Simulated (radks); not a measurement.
Task: The mean radii <r> (bohr) of the occupied orbitals of an atom or ion are listed with their occupations. Calculated with a radial shooting solver on a logarithmic mesh with Libxc functionals: Dirac Kohn-Sham, BLYP, spin-unpolarised, spherical densities, finite nucleus; Fermi nuclear charge, rms radius of each element as measured or else 0.836 A^(1/3) + 0.57 fm.

orbital  occ.      <r>
1s1/2       2  0.01835
2s1/2       2  0.07694
2p1/2       2  0.06364
2p3/2       4  0.07160
3s1/2       2   0.2005
3p1/2       2   0.1905
3p3/2       4   0.2052
3d3/2       4   0.1796
3d5/2       6   0.1841
4s1/2       2   0.4493
4p1/2       2   0.4543
4p3/2       4   0.4875
4d3/2       4   0.5035
4d5/2       6   0.5146
5s1/2       2    1.005
5p1/2       2    1.070
4f5/2       6   0.5778
4f7/2       8   0.5850

Name the element and its charge. Open shells, if any, fill j = l - 1/2 first.

Result: Z = 74, tungsten, charge +10: W10+ in [Kr] 4d10 4f14 5s2 5p2. The 1s radius gives Z: for a bare nucleus <r> = (2 gamma + 1)/(2Z) with gamma = sqrt(1 - (Z/c)^2), 0.01813 bohr for Z = 74, and screening makes it slightly larger (0.01835 here). The occupations add up to 64, and the charge is Z minus that.
